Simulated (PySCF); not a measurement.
Compound: C7H8P2.
Cartesian coordinates in Å at the PBE0-D3(BJ)/def2-SVP level; atoms count from 1:
```
atom  x, y, z in Å
C1    -3.117    1.336    0.574
C2    -1.799    1.486    0.380
C3    -0.779    0.432    0.285
C4    -1.119   -0.921    0.422
C5    -0.258   -2.003    0.333
P6     1.455   -2.024    0.044
C7     1.878   -0.342   -0.097
C8     3.345   -0.041   -0.313
P9     0.836    1.046   -0.015
H10   -3.594    0.359    0.685
H11   -3.773    2.209    0.626
H12   -1.412    2.507    0.275
H13   -2.173   -1.152    0.612
H14   -0.706   -2.997    0.454
H15    3.493    0.937   -0.797
H16    3.882   -0.014    0.650
H17    3.830   -0.809   -0.934
```

Level: PBE0/pcSseg-1 and CAM-B3LYP/def2-SVPD in PySCF, non-relativistic, on one gas-phase PBE0-D3(BJ)/def2-SVP geometry that isn't relaxed in the solvent. The solvent is an IEF-PCM continuum (cavity from Bondi-type radii × 1.2). The model holds no explicit solvent molecules, cavitation or dispersion.

Gas phase at PBE0/pcSseg-1: HOMO -6.69 eV, LUMO -2.33 eV, dipole 0.98 D.

Q: What does the continuum do to the energy, the frontier levels and the dipole at PBE0/pcSseg-1 in benzene and acetonitrile?

A: 
```
     solvent      ε  E(solvent) − E(gas) (kJ/mol)  polarisation term (kJ/mol)  distortion of the solute (kJ/mol)  HOMO (eV)  LUMO (eV)  dipole (D)
     benzene  2.271                         -6.79                       -7.18                               0.39      -6.66      -2.30        1.20
acetonitrile  35.69                        -15.54                      -17.74                               2.20      -6.69      -2.34        1.56
```

The polarisation term is half the interaction of the solute with the surface charges that it induces; the rest is the cost of distorting the solute's density. The sum is the electrostatic part of solvation alone. From benzene to acetonitrile the lowering changes by a factor 2.29, Onsager's factor (ε − 1)/(2ε + 1) by 2.09 and ε itself by 15.7.

Q: Give the dipole vector in the frame of the coordinates (D, pointing from negative to positive charge), gas and acetonitrile.

A: Gas (-0.94, -0.08, 0.23), solvent (-1.50, -0.20, 0.36). Its length changes by +59 % and its direction by 3°.

Q: Which IAO charges (PBE0/pcSseg-1) respond most in acetonitrile (means over atoms taken as equivalent)?

A: 
| atoms | environment | gas (e) | solvent (e) | change |
| --- | --- | --- | --- | --- |
| P9 | phosphorus bonded to 2 C | +0.366 | +0.342 | -0.024 |
| P6 | phosphorus bonded to 2 C | +0.378 | +0.354 | -0.024 |
| H13 | aromatic hydrogen | +0.146 | +0.162 | +0.016 |
| H14 | aromatic hydrogen | +0.165 | +0.179 | +0.014 |
| C2 | alkene CH carbon | -0.135 | -0.148 | -0.013 |
| H10 | vinylic hydrogen | +0.141 | +0.153 | +0.012 |
| H11 | vinylic hydrogen | +0.158 | +0.167 | +0.009 |
| C4 | aromatic CH carbon | -0.114 | -0.121 | -0.007 |
| H12 | vinylic hydrogen | +0.149 | +0.154 | +0.005 |
| H15/H16/H17 | methyl hydrogen | +0.153 | +0.159 | +0.006 |
| C8 | benzylic-type carbon | -0.409 | -0.414 | -0.005 |
| C7 | substituted aromatic carbon | -0.430 | -0.426 | +0.004 |

Gas phase at CAM-B3LYP/def2-SVPD: HOMO -7.70 eV, LUMO -1.33 eV, dipole 0.85 D.

Q: What does the continuum do to the energy, the frontier levels and the dipole at CAM-B3LYP/def2-SVPD in acetonitrile?

A: 
```csv
solvent,ε,E(solvent) − E(gas) (kJ/mol),polarisation term (kJ/mol),distortion of the solute (kJ/mol),HOMO (eV),LUMO (eV),dipole (D)
acetonitrile,35.69,-14.17,-16.34,2.17,-7.67,-1.31,1.38
```

Q: How does the static polarisability (CAM-B3LYP/def2-SVPD, frozen core, with the continuum's full static response) change?

A: 
```json
{"medium": "gas", "isotropic (au)": "142.3", "principal values (au)": "79.6, 142.1, 205.2", "⟨r²⟩ of the electrons (bohr²)": "1760.7"}
{"medium": "acetonitrile", "isotropic (au)": "218.8", "principal values (au)": "120.5, 224.4, 311.6", "⟨r²⟩ of the electrons (bohr²)": "1759.1"}
```

The isotropic value in acetonitrile is 1.54 times the gas-phase one; no cavity-field correction is applied. ⟨r²⟩ is taken about the centre of nuclear charge.
